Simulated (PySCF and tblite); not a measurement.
C9H9F, numbered as in [F:1][CH2:2][c:3]1[cH:4][cH:5][c:6]2[c:7]([cH:8]1)[CH2:9][CH2:10]2. Level: PBE0-D3(BJ)/pcSseg-1//GFN2-xTB, thermal terms from GFN2-xTB, symmetry numbers and mirror pairs counted. Conformers within 2.5 kcal/mol (GFN2-xTB free energy) were kept, 4 at most. GIAO shieldings: PBE0/pcSseg-1. Shifts are against TMS (¹H), TMS (¹³C), CFCl3 (¹⁹F) at the same level. Run with PySCF (density fitting) and tblite.

Torsions listed: F1–C2–C3–C4. The 4-ring runs over atoms 6–7–9–10.

Two conformers hold nearly all the population. I: 4-ring flat; 180°; δ(H8) = 7.61 ppm. II: 4-ring flat; 0°; δ(H8) = 6.96 ppm. The average over the ensemble at 298.15 K is 7.40 ppm.

(1) What populations and free-energy difference follow from a two-state model?

The minima are those of GFN2-xTB; planar forms about aryl–S or allylic bonds may be saddles in DFT.

## Answers

(1) p(I) = (7.40 − 6.96)/(7.61 − 6.96) = 0.68, so K = p(II)/p(I) = 0.48 and G(II) − G(I) = −RT ln K = 0.44 kcal/mol. The weights computed directly are 68.9 % and 31.1 %.
